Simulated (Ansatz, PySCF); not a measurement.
Al(OH)(OMe)(NH2) (CH₆AlNO₂), SMILES C[O][Al]([NH2])[OH]. Atoms are numbered in the order given.

```xyz
11

Al    -0.0291     0.2944     0.3158
O      1.2517    -0.6064     0.9786
H      1.7106    -0.4426     1.8015
O     -0.6784    -0.2042    -1.1645
C     -0.4556    -1.2206    -2.0805
H     -0.1857    -0.8070    -3.0698
H      0.3565    -1.9077    -1.7770
H     -1.3677    -1.8292    -2.2224
N     -0.7291     1.7235     1.0758
H     -0.4476     2.1372     1.9553
H     -1.4923     2.2512     0.6690
```
Charge 0, spin multiplicity 1.

Coordinates come from a PBE0-D3(BJ)/def2-SVP optimisation. The structure was generated by enumeration; whether it is a known compound was not checked. The values are those of a single conformer.

Two levels are set side by side: PBE-D3(BJ)/def2-SVP (Ansatz, a first-principles code) and PBE0-D3(BJ)/def2-SVP (Ansatz). Each level has its own optimised geometry; the coordinates shown are those of the second. Frequencies come from the Hessian of PySCF at each geometry. Differences are taken from unrounded values.

```csv
quantity,PBE0-D3(BJ)
mean bond length (Å),1.284
bond Al1–O2 (Å),1.700
bond Al1–O4 (Å),1.692
bond Al1–N9 (Å),1.763
bond O4–C5 (Å),1.386
bond O2–H3 (Å),0.956
bond C5–H6 (Å),1.106
bond C5–H7 (Å),1.106
bond C5–H8 (Å),1.106
bond N9–H10 (Å),1.012
bond N9–H11 (Å),1.013
highest harmonic wavenumber (cm⁻¹),4010
mean harmonic wavenumber (cm⁻¹),1322
zero-point energy (kcal/mol),51.01
```

Q: What does PBE-D3(BJ) give, and how far is it from PBE0-D3(BJ)? (Estimate from the structure and the level; the computed values follow.)

A: 
| quantity | PBE-D3(BJ) | PBE-D3(BJ) minus PBE0-D3(BJ) |
|---|---|---|
| mean bond length (Å) | 1.296 | 0.012 |
| bond Al1–O2 (Å) | 1.718 | 0.017 |
| bond Al1–O4 (Å) | 1.709 | 0.017 |
| bond Al1–N9 (Å) | 1.775 | 0.012 |
| bond O4–C5 (Å) | 1.400 | 0.014 |
| bond O2–H3 (Å) | 0.968 | 0.012 |
| bond C5–H6 (Å) | 1.115 | 0.009 |
| bond C5–H7 (Å) | 1.115 | 0.009 |
| bond C5–H8 (Å) | 1.115 | 0.009 |
| bond N9–H10 (Å) | 1.020 | 0.008 |
| bond N9–H11 (Å) | 1.022 | 0.008 |
| highest harmonic wavenumber (cm⁻¹) | 3834 | -176 |
| mean harmonic wavenumber (cm⁻¹) | 1273 | -48 |
| zero-point energy (kcal/mol) | 49.15 | -1.87 |

Exact exchange shortens and stiffens bonds; PBE has none. Differences between two approximate levels are no errors against the true value.
